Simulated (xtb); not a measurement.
hydrogen selenide (H2Se), singlet, geometry from GFN2-xTB; GFN1-xTB (xtb).

Input for xtb:
```
$ xtb mol.xyz --gfn 1 --hess --json

# file mol.xyz
3

Se    -0.00212195     0.05573074    -0.00140146
H     -0.99156528    -0.98670710     0.01758038
H      1.06371165    -0.90813823     0.03006913
```

It wrote (shortened):

```
   ID    Z sym.   atoms
    1   34 Se     1
    2    1 H      2, 3

           -------------------------------------------------
          |                Calculation Setup                |
           -------------------------------------------------

           -------------------------------------------------
          |                 G F N 1 - x T B                 |
           -------------------------------------------------

          ...................................................
          :                      SETUP                      :
          :.................................................:
          :  # basis functions                  14          :
          :  # atomic orbitals                  13          :
          :  # shells                            7          :
          :  # electrons                         8          :
          :  # halogen bonds                     0          :
          :  max. iterations                   250          :
          :  Hamiltonian                  GFN1-xTB          :
          :  restarted?                      false          :
          :  GBSA solvation                  false          :
          :  PC potential                    false          :
          :  electronic temp.          300.0000000     K    :
          :  accuracy                    1.0000000          :
          :  -> integral cutoff          0.2500000E+02      :
          :  -> integral neglect         0.1000000E-07      :
          :  -> SCF convergence          0.1000000E-05 Eh   :
          :  -> wf. convergence          0.2000000E-04 e    :
          :  Broyden damping             0.4000000          :
          :  net charge                          0          :
          :  unpaired electrons                  0          :
          ...................................................

 iter      E             dE          RMSdq      gap      omega  full diag
   1     -4.4281784 -0.442818E+01  0.145E+00    5.87       0.0  T
   2     -4.4347724 -0.659403E-02  0.670E-01    6.00       1.0  T
   3     -4.4348514 -0.789679E-04  0.496E-01    6.01       1.0  T
   4     -4.4348550 -0.354711E-05  0.951E-03    6.01       6.1  T
   5     -4.4348551 -0.122555E-06  0.209E-04    6.01     276.2  T
   6     -4.4348551 -0.178959E-10  0.480E-05    6.01    1204.1  T
   7     -4.4348551 -0.413891E-11  0.413E-09    6.01  100000.0  T

   *** convergence criteria satisfied after 7 iterations ***

[...]
         :: total energy              -4.420554520115 Eh    ::
[...]
          :  imag. cutoff                  -20.0000000 cm⁻¹ :
          :.................................................:

    mode    ω/cm⁻¹     T·S(HO)/kcal·mol⁻¹    T·S(FR)/kcal·mol⁻¹   T·S(vib)
   ------------------------------------------------------------------------
   ------------------------------------------------------------------------

   temp. (K)  partition function   enthalpy   heat capacity  entropy
                                   cal/mol     cal/K/mol   cal/K/mol   J/K/mol
 298.15  VIB   1.00                   14.516      0.267      0.058
         ROT   159.                  888.752      2.981     13.057
         INT   160.                  903.269      3.248     13.115
         TR   0.705E+27             1481.254      4.968     39.071
         TOT                        2384.5227     8.2161    52.1864   218.3478

       T/K    H(0)-H(T)+PV         H(T)/Eh          T*S/Eh         G(T)/Eh
   ------------------------------------------------------------------------
    298.15    0.379998E-02    0.173865E-01    0.247954E-01   -0.740892E-02
   ------------------------------------------------------------------------

         :::::::::::::::::::::::::::::::::::::::::::::::::::::
         ::                  THERMODYNAMIC                  ::
         :::::::::::::::::::::::::::::::::::::::::::::::::::::
         :: total free energy          -4.427963440022 Eh   ::
         ::.................................................::
         :: total energy               -4.420554520115 Eh   ::
         :: zero point energy           0.013586527389 Eh   ::
         :: G(RRHO) w/o ZPVE           -0.020995447296 Eh   ::
         :: G(RRHO) contrib.           -0.007408919907 Eh   ::
         :::::::::::::::::::::::::::::::::::::::::::::::::::::

           -------------------------------------------------
          | TOTAL ENERGY               -4.420554520115 Eh   |
          | TOTAL ENTHALPY             -4.403168013892 Eh   |
          | TOTAL FREE ENERGY          -4.427963440022 Eh   |
          | GRADIENT NORM               0.004359261745 Eh/α |
          | HOMO-LUMO GAP               6.008771533327 eV   |
           -------------------------------------------------
########################################################################
[WARNING] Runtime exception occurred
-1- hessian_numhess: Hessian on incompletely optimized geometry!
########################################################################

normal termination of xtb
```
